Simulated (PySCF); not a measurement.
Electric field gradients and quadrupole coupling constants

Compound: C6H9N.
Structure used (GFN2-xTB), in Å, numbered top down from 1:
```xyz
16
C6H9N angstrom
C     -0.742   -1.896    0.241
C     -1.352   -0.738    0.015
C     -0.726    0.577    0.036
C     -1.418    1.665   -0.298
C      0.732    0.670    0.412
C      1.590    0.198   -0.718
N      2.421   -0.724   -0.549
H      0.309   -1.966    0.461
H     -1.284   -2.826    0.197
H     -2.411   -0.728   -0.215
H     -2.455    1.609   -0.586
H     -0.977    2.647   -0.295
H      0.984    1.714    0.615
H      0.946    0.074    1.299
H      1.411    0.722   -1.669
H      2.966   -0.987   -1.367
```

Field gradients from the PBE0/pcSseg-1 density (PySCF, non-relativistic), principal values in atomic units, ordered |Vxx| ≤ |Vyy| ≤ |Vzz|:

```json
{"atom": "N7", "Vxx": "0.3076", "Vyy": "0.6979", "Vzz": "-1.0055"}
```

Problem. Find the asymmetry η = (Vxx − Vyy)/Vzz and the couplings χ = eQV/h (234.96 MHz × Q in barn × V in au), with Q(14N) = 0.02044 b.

Solution. 
```csv
atom,environment,nucleus,η,χzz (MHz),χxx (MHz),χyy (MHz)
N7,imine nitrogen,14N,0.39,-4.829,1.477,3.352
```

The tensor is traceless: Vxx + Vyy + Vzz = 0.

Problem. What is Vzz at N7 in SI units (1 au = 9.71736 × 10²¹ V/m²)?

Solution. -1.0055 au = -9.771 × 10²¹ V/m².

Problem. And the gradient at the other heavy atoms, for which no coupling is worked out here?

Solution. 
```tsv
atom	environment	Vzz (au)	η
C1	terminal =CH2 carbon	0.345	0.29
C2	alkene CH carbon	0.312	0.59
C3	fully substituted alkene carbon	0.327	0.60
C4	terminal =CH2 carbon	0.289	0.37
C5	allylic carbon	-0.092	0.41
C6	imine carbon	0.431	0.27
```

Problem. What couplings would deuterons (Q(2H) = 0.00286 b) have in place of the hydrogens, at this geometry?

Solution. 
| atom | bonded to | bond length (Å) | Vzz (au) | η | χzz (kHz) |
| --- | --- | --- | --- | --- | --- |
| H8 | C1 | 1.076 | 0.3277 | 0.06 | 220 |
| H9 | C1 | 1.077 | 0.3369 | 0.04 | 226 |
| H10 | C2 | 1.083 | 0.3203 | 0.07 | 215 |
| H11 | C4 | 1.077 | 0.3367 | 0.06 | 226 |
| H12 | C4 | 1.077 | 0.3369 | 0.06 | 226 |
| H13 | C5 | 1.093 | 0.3023 | 0.01 | 203 |
| H14 | C5 | 1.090 | 0.3033 | 0.01 | 204 |
| H15 | C6 | 1.100 | 0.2851 | 0.04 | 192 |
| H16 | N7 | 1.018 | 0.3903 | 0.03 | 262 |

Geometry: GFN2-xTB, one conformer, isolated molecule. GFN2-xTB bond lengths can be off by several hundredths of an ångström, more for odd bonds, and the gradients follow them. With so small a basis the couplings can be 20 % off.
